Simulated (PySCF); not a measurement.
ClHMgSe. Atoms are numbered in the order given.

```xyz
4

Mg     0.0130     0.7277     0.0000
Cl    -0.0050     2.9034     0.0000
Se     0.0399    -1.6594     0.0000
H     -1.4269    -1.6699     0.0000
```

The structure is a stationary point at ωB97X-D3(BJ)/def2-TZVP. One conformer was computed; it need not be the lowest.

The numbers are results of IEF-PCM-ωB97X/def2-SVP in PySCF, not measurements.

The values are the electrostatic part of the solvation free energy, E(continuum) − E(gas) at the gas-phase geometry, in a cavity of scaled van der Waals radii (PySCF's table); cavitation and dispersion terms are not included. A continuum can't describe solvent molecules that bind to the metal. In vacuum the orbital gap is 9.47 eV. The dipole moment in vacuum is 0.91 D.

Computed values in water (ε = 78.36), 2-propanol (ε = 19.26), ethylethanoate (ε = 5.99):
```json
[
 {"solvent": "water", "ε": "78.36", "ΔG(elec) (kcal/mol)": "-15.4", "dipole (D)": "0.83", "gap (eV)": "10.02"},
 {"solvent": "2-propanol", "ε": "19.26", "ΔG(elec) (kcal/mol)": "-14.4", "dipole (D)": "0.82", "gap (eV)": "9.98"},
 {"solvent": "ethylethanoate", "ε": "5.99", "ΔG(elec) (kcal/mol)": "-11.6", "dipole (D)": "0.83", "gap (eV)": "9.87"}
]
```
